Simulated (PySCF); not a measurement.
AlCl, SMILES [Al][Cl] (connectivity only; charge and spin as stated), neutral, multiplicity 1.

Geometry optimised at PBE0-D3(BJ)/def2-TZVPD.

Computed with ωB97X/def2-TZVPD (PySCF).

Isolated molecule, no solvent.

Estimate the frontier levels, gap, dipole moment and polarisability. (The exact figures need the calculation; the answer reports its results.)


```
Quantity                                                                                                       Result
---------------------------------------------------------------------------------------------  ----------------------
highest occupied level                                                                                       -9.18 eV
lowest empty level                                                                                            0.19 eV
orbital gap                                                                                                   9.36 eV
dipole moment                                                                                                  1.62 D
quadrupole, principal values (traceless, Buckingham form, about the centre of nuclear charge)   -3.61, 1.81, 1.81 D·Å
mean static polarisability                                                                       54.1 bohr³ (8.01 Å³)
polarisability, principal values                                                               50.2, 50.2, 61.8 bohr³
```
